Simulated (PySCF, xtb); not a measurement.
dibromo(fluoro)methane (CHBr2F), SMILES FC(Br)Br.

GFN2-xTB (xtb 6.7.1) at its own geometry gives an orbital gap of 4.32 eV and a dipole moment of 2.45 D.

Geometry: PBE0-D3(BJ)/def2-SVP.

What does PBE/def2-TZVPD run with PySCF give? (An estimate is asked for; the answer gives what the named calculation found.)

gap 4.73 eV (levels -7.11 and -2.38 eV), dipole 1.06 D.
